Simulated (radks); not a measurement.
Results of a calculation; reference values are marked as such.
Question: Radial electron density D(r) = 4 pi r^2 rho(r) of an atom or ion with 20 electrons. Level of theory: scalar-relativistic Kohn-Sham, PBE, spin-polarised, spherical densities, finite nucleus; Fermi nuclear charge, rms radius of each element as measured or else 0.836 A^(1/3) + 0.57 fm (a radial shooting solver on a logarithmic mesh with Libxc functionals).

```
   r/bohr * D(r) (the largest magnitude, 60.7, reaches the edge; | marks zero)
 0.002097 |  *
 0.002753 |   *
 0.003613 |     *
 0.004743 |         *
 0.006176 |              *
 0.008106 |                    *
  0.01064 |                            *
  0.01397 |                                    *
  0.01819 |                                          *
  0.02387 |                                              *
  0.03133 |                                             *
  0.04113 |                                         *
  0.05355 |                                       *
  0.07029 |                                             *
  0.09226 |                                                      *
   0.1211 |                                                      *
   0.1577 |                                        *
    0.207 |                        *
   0.2717 |                      *
   0.3566 |                         *
   0.4643 |                  *
   0.6095 |      *
      0.8 |*
     1.05 *
    1.367 *
    1.795 *
    2.356 |*
    3.092 *
    4.026 *
```

What is the nuclear charge?

Answer: Z = 41. The innermost maximum, from 1s, lies near gamma/Z bohr with gamma = sqrt(1 - (Z/c)^2) = 0.954, here 0.0233 bohr (found: 0.0254), and its height grows with Z. The density is that of the niobium ion Nb21+ in [Ar] 3d1 6s1; the configuration itself is not fixed sharply by these data, and Z only to a few units. D(r) has 5 maxima, at r = 0.0254, 0.107, 0.345, 1.15, 2.16 bohr, and minima at 0.0506, 0.243, 0.954 bohr, inside which lie 2.03, 10.56, 19.07 electrons.
